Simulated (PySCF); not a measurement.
O3Re, charge +1, singlet, geometry from GFN2-xTB (such geometries of metal compounds can be far from the true shape) (the multiplicity is a formal guess) (core potentials on Re); WB97X-V/def2-SVP in PySCF.

PySCF was given this input:
```python
from pyscf import gto, scf, dft

mol = gto.Mole()
mol.atom = '''
    Re    0.094108   -0.078918   -0.121251
    O    -1.309138   -0.854278    0.307620
    O    -0.428148    1.448316   -0.507280
    O     0.855022    0.145817    1.336389
'''
mol.basis = 'def2-svp'
mol.ecp = {'Re': 'def2-svp'}
mol.charge = 1
mol.spin = 0
mol.verbose = 4
mol.build()

mf = dft.RKS(mol)
mf.xc = 'wb97x_v'
mf.kernel()
```

Task: Predict the main parts of the log of this PySCF run.

Result: 
```
PySCF version 2.14.0

[INPUT] verbose = 4
[INPUT] num. atoms = 4
[INPUT] num. electrons = 38
[INPUT] charge = 1
[INPUT] spin (= nelec alpha-beta = 2S) = 0
[INPUT] symmetry False subgroup None
[INPUT] Mole.unit = angstrom
[INPUT] Symbol           X                Y                Z      unit          X                Y                Z       unit  Magmom
[INPUT]  1 Re     0.094108000000  -0.078918000000  -0.121251000000 AA    0.177838346131  -0.149133406298  -0.229131182330 Bohr   0.0
[INPUT]  2 O     -1.309138000000  -0.854278000000   0.307620000000 AA   -2.473912279261  -1.614351454241   0.581317550439 Bohr   0.0
[INPUT]  3 O     -0.428148000000   1.448316000000  -0.507280000000 AA   -0.809082460780   2.736920581826  -0.958620268469 Bohr   0.0
[INPUT]  4 O      0.855022000000   0.145817000000   1.336389000000 AA    1.615757410478   0.275554194306   2.525409205881 Bohr   0.0

nuclear repulsion = 153.919646502999
number of shells = 30
number of NR pGTOs = 129
number of NR cGTOs = 74
basis = def2-svp
ecp = {'Re': 'def2-svp'}

******** <class 'pyscf.dft.rks.RKS'> ********
method = RKS
initial guess = minao
damping factor = 0
level_shift factor = 0
DIIS = <class 'pyscf.scf.diis.CDIIS'>
diis_start_cycle = 1
diis_space = 8
diis_damp = 0
SCF conv_tol = 1e-09
SCF conv_tol_grad = None
SCF max_cycles = 50
direct_scf = True
direct_scf_tol = 1e-13
XC library pyscf.dft.libxc version 7.1.2
    S. Lehtola, C. Steigemann, M. J. T. Oliveira, and M. A. L. Marques,  SoftwareX 7, 1–5 (2018)
XC functionals = wb97x_v
    N. Mardirossian and M. Head-Gordon,  Phys. Chem. Chem. Phys. 16, 9904–9924 (2014)
radial grids:
    Treutler-Ahlrichs [JCP 102, 346 (1995); DOI:10.1063/1.469408] (M4) radial grids

becke partition: Becke, JCP 88, 2547 (1988); DOI:10.1063/1.454033
pruning grids: <function nwchem_prune>
grids dens level: 3
symmetrized grids: False
atomic radii adjust function: <function treutler_atomic_radii_adjust>
** Following is NLC and NLC Grids **
NLC functional = wb97x_v
radial grids:
    Treutler-Ahlrichs [JCP 102, 346 (1995); DOI:10.1063/1.469408] (M4) radial grids

becke partition: Becke, JCP 88, 2547 (1988); DOI:10.1063/1.454033
pruning grids: <function nwchem_prune>
grids dens level: 3
symmetrized grids: False
atomic radii adjust function: <function treutler_atomic_radii_adjust>
small_rho_cutoff = 0
Set gradient conv threshold to 3.16228e-05
Initial guess from minao.
tot grids = 66560
tot grids = 66560
init E= -291.116445286915
  HOMO = -0.689237796793517  LUMO = -0.396413983663443  gap/eV = 7.96814
cycle= 1 E= -302.704117827212  delta_E= -11.6  |g|= 1.74  |ddm|= 7.88
  HOMO = -0.53740738081471  LUMO = -0.49765189199832  gap/eV = 1.08180
cycle= 2 E= -299.879768009603  delta_E= 2.82  |g|= 4.22  |ddm|= 4.94
  HOMO = -0.685031711995785  LUMO = -0.374447277862767  gap/eV = 8.45143
cycle= 3 E= -303.305374345198  delta_E= -3.43  |g|= 0.0967  |ddm|= 3.69
  HOMO = -0.696308462965282  LUMO = -0.36821865031521  gap/eV = 8.92778
cycle= 4 E= -303.307074440168  delta_E= -0.0017  |g|= 0.0405  |ddm|= 0.113
  HOMO = -0.694064647272079  LUMO = -0.361206557327549  gap/eV = 9.05753
cycle= 5 E= -303.307412976621  delta_E= -0.000339  |g|= 0.0116  |ddm|= 0.034
  HOMO = -0.694059154670727  LUMO = -0.360064020451734  gap/eV = 9.08847
cycle= 6 E= -303.30746190942  delta_E= -4.89e-05  |g|= 0.00353  |ddm|= 0.0159
  HOMO = -0.694829732473378  LUMO = -0.360329548589416  gap/eV = 9.10221
cycle= 7 E= -303.307472885571  delta_E= -1.1e-05  |g|= 0.00124  |ddm|= 0.00855
  HOMO = -0.694854973417474  LUMO = -0.360176324946046  gap/eV = 9.10707
cycle= 8 E= -303.307475671173  delta_E= -2.79e-06  |g|= 0.000466  |ddm|= 0.00529
  HOMO = -0.694920738176153  LUMO = -0.360179778160088  gap/eV = 9.10877
cycle= 9 E= -303.307475960921  delta_E= -2.9e-07  |g|= 0.000555  |ddm|= 0.00193
  HOMO = -0.69494048949391  LUMO = -0.360180470475303  gap/eV = 9.10928
cycle= 10 E= -303.30747605378  delta_E= -9.29e-08  |g|= 0.00012  |ddm|= 0.000704
  HOMO = -0.694949748839845  LUMO = -0.360175479196656  gap/eV = 9.10967
cycle= 11 E= -303.307476068147  delta_E= -1.44e-08  |g|= 5.92e-05  |ddm|= 0.000469
  HOMO = -0.694948381313549  LUMO = -0.36018021583595  gap/eV = 9.10951
cycle= 12 E= -303.307476069657  delta_E= -1.51e-09  |g|= 7.42e-06  |ddm|= 0.000157
  HOMO = -0.694948971897857  LUMO = -0.360180379292316  gap/eV = 9.10952
cycle= 13 E= -303.307476069726  delta_E= -6.88e-11  |g|= 1.63e-06  |ddm|= 2.9e-05
  HOMO = -0.694949007011668  LUMO = -0.360180267069243  gap/eV = 9.10952
Extra cycle  E= -303.307476069727  delta_E= -1.59e-12  |g|= 1.44e-06  |ddm|= 3.88e-06
converged SCF energy = -303.307476069727
```
